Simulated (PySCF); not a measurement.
ECD: `C[C@@H](O)C[C@@H](F)Cl`, C4H8ClFO

Geometry:
| atom | x (Å) | y (Å) | z (Å) |
| --- | --- | --- | --- |
| C1 | -1.849 | -0.152 | -0.467 |
| C2 | -0.546 | 0.245 | 0.224 |
| O3 | -0.488 | -0.253 | 1.548 |
| C4 | 0.665 | -0.329 | -0.514 |
| C5 | 1.961 | 0.110 | 0.140 |
| F6 | 3.015 | -0.566 | -0.392 |
| Cl7 | 2.256 | 1.851 | -0.116 |
| H8 | -1.949 | -1.235 | -0.480 |
| H9 | -2.700 | 0.269 | 0.064 |
| H10 | -1.863 | 0.217 | -1.488 |
| H11 | -0.464 | 1.344 | 0.241 |
| H12 | -1.282 | 0.021 | 2.019 |
| H13 | 0.628 | -1.420 | -0.460 |
| H14 | 0.654 | -0.022 | -1.560 |
| H15 | 1.959 | -0.073 | 1.219 |

The calculation used PySCF 2.14.0, TDDFT PBE0/def2-SVPD circular dichroism and optical rotation, one conformer, gas phase. Geometry: GFN2-xTB.

The molecule is flexible and this is one conformer; a measurement averages over conformers. States above about 8.3 eV lie in this functional's continuum (it starts at minus the energy of the highest occupied orbital, well below the true ionisation energy for most functionals) and depend on the basis.

Question: What are the CIP labels of the stereocentres?

Answer: C2 R, C5 S.

Question: Which excitations and rotatory strengths does the calculation give?

Answer: Rotatory strengths R in 10⁻⁴⁰ esu² cm², velocity form and length form (origin at the centre of mass); f in length form.
| state | E (eV) | λ (nm) | f | R (velocity) | R (length) | main |
| --- | --- | --- | --- | --- | --- | --- |
| 1 | 7.14 | 174 | 0.010 | -5.7 | -5.6 | HOMO→LUMO 0.92 |
| 2 | 7.52 | 165 | 0.002 | -1.3 | -1.2 | HOMO−1→LUMO+1 0.81, HOMO→LUMO+1 0.14 |
| 3 | 7.77 | 160 | 8e-05 | -1.6 | -1.7 | HOMO→LUMO+1 0.59, HOMO−2→LUMO+1 0.25 |
| 4 | 8.09 | 153 | 0.007 | +10.3 | +10.4 | HOMO−1→LUMO 0.57, HOMO−2→LUMO+1 0.26 |
| 5 | 8.10 | 153 | 0.019 | +32.7 | +32.9 | HOMO−2→LUMO+1 0.44, HOMO−1→LUMO 0.34 |
| 6 | 8.38 | 148 | 0.011 | -2.2 | -2.3 | HOMO→LUMO+2 0.90 |
| 7 | 8.53 | 145 | 0.029 | -0.1 | +1.3 | HOMO−2→LUMO 0.64, HOMO→LUMO+4 0.14 |
| 8 | 8.59 | 144 | 0.041 | -7.6 | -7.1 | HOMO→LUMO+3 0.67, HOMO→LUMO+4 0.23 |

For state 7 the two forms differ in sign, so the sign of R isn't settled.

Among the states computed, the strongest CD band (largest |R|) is state 5. The largest dissymmetry factor in size, g = 4R/(D+G), with D and G the electric and magnetic dipole strengths, is -0.38 for state 3 (velocity form, f = 5e-05), among bands with |R| over 0.5. The mirror image has the same energies and oscillator strengths and all R with the opposite sign.
